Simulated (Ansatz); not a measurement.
Consider the hydrogenolysis of a Ge–Cl bond: `C[SiH2][GeH2][Cl]` + H₂ → `C[SiH2][GeH3]` + HCl.

Isolated molecules relaxed with PBE0-D4/def2-TZVP in Ansatz; ΔE leaves out vibrations. CCSD(T)/CBS is the MP2 limit (def2-TZVPP, def2-QZVPP) plus CCSD(T) − MP2 in def2-TZVPP, frozen cores. This one scheme is used for every species. For Ge outer-core shells are correlated without core-valence functions, which leaves a few kJ/mol of doubt a bond. Scalar relativity is left out up to krypton. Each species was taken in one conformer, which may not be the lowest.

`C[SiH2][GeH2][Cl]`:

Cartesian coordinates in Å:
```
C -1.626 -0.526 -0.202
Si -0.379 0.540 0.694
Ge 1.758 0.296 -0.331
Cl 2.100 -1.850 -0.454
H -1.746 -0.199 -1.237
H -2.600 -0.476 0.289
H -1.294 -1.567 -0.209
H -0.237 0.135 2.118
H -0.755 1.981 0.651
H 1.834 0.802 -1.783
H 2.946 0.863 0.463
```

H₂:

```xyz
2

H     0.331    0.172   -0.013
H    -0.331   -0.172    0.013
```

`C[SiH2][GeH3]`:

Cartesian coordinates in Å:
```
C 0.894 -0.923 1.191
Si 0.720 0.508 -0.009
Ge -1.393 0.466 -1.103
H 1.867 -0.894 1.686
H 0.804 -1.879 0.670
H 0.119 -0.880 1.959
H 1.792 0.448 -1.042
H 0.858 1.805 0.710
H -2.541 0.555 -0.081
H -1.575 -0.844 -1.893
H -1.544 1.638 -2.088
```

HCl:

```xyz
2

Cl    0.173   -0.482    0.383
H    -0.173    0.482   -0.383
```

```
            species  HF/def2-SVP energy (Eh)
`C[SiH2][GeH2][Cl]`              -2865.26745
                 H₂                 -1.12893
    `C[SiH2][GeH3]`              -2406.44204
                HCl               -459.93826
```

Question: Work out ΔE.

Answer: ΔE = (-2406.44204) + (-459.93826) − (-2865.26745) − (-1.12893) = 0.01608 Eh = +42.2 kJ/mol. CCSD(T)/CBS gives +53.5 kJ/mol.

Largest T1 diagnostic among the species: 0.011.

Leaving LDA and LC-ωPBE aside and taking each functional with its dispersion term where it has one, the values, not all of them listed here, spread over 8.4 kJ/mol, from CAM-B3LYP-D4 to BLYP-D4. LDA lies −5.9 kJ/mol from PBE without D4. The D4 term adds +8.2 kJ/mol with B3LYP and +4.5 kJ/mol with PBE0; it sums over pairs of atoms, weighted by their polarisabilities, and B3LYP, whose exchange is more repulsive, gets the larger term.

B3LYP here is the variant with VWN-RPA as its local correlation; programs differ in this.
